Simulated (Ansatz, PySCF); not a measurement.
This Ansatz (a first-principles code) input computes a PBE/def2-TZVPD energy:

Ansatz 0.2 input:
```yaml
crystal:
  periodic: [false, false, false]
  atoms:
    - {symbol: O, position_ang: [1.15230197, -0.04300574, 0.03429933]}
    - {symbol: C, position_ang: [-0.04514173, 0.30991463, 0.00244234]}
    - {symbol: O, position_ang: [-1.09223509, -0.36937562, -0.03754919]}
    - {symbol: H, position_ang: [-0.20968472, 1.43956304, 0.01134476]}
basis:
  gaussian:
    orbitals: def2-TZVPD
hamiltonian:
  xc: {name: PBE}
total_charge: -1
output: {forces: true}
```

Task: Write an input for the same energy in PySCF and say what it gives.

Result: 
```python
from pyscf import gto, scf, dft

mol = gto.M(
    atom='''
    O     1.15230197   -0.04300574    0.03429933
    C    -0.04514173    0.30991463    0.00244234
    O    -1.09223509   -0.36937562   -0.03754919
    H    -0.20968472    1.43956304    0.01134476
    ''',
    basis='def2-tzvpd',
    charge=-1,
    spin=0,
    verbose=4,
)

mf = dft.RKS(mol, xc='pbe').density_fit(auxbasis='def2-universal-jkfit')
mf.grids.level = 3
mf.conv_tol = 1e-9
mf.max_cycle = 100
mf.max_memory = 1500
mf.kernel()
if not mf.converged:
    mf = mf.newton()
    mf.kernel(mf.make_rdm1())
mf.analyze()
```
It gives -189.09455 Eh, and Ansatz -189.09451 Eh, a difference of 0.04 mEh, from the treatment of integrals and grids.
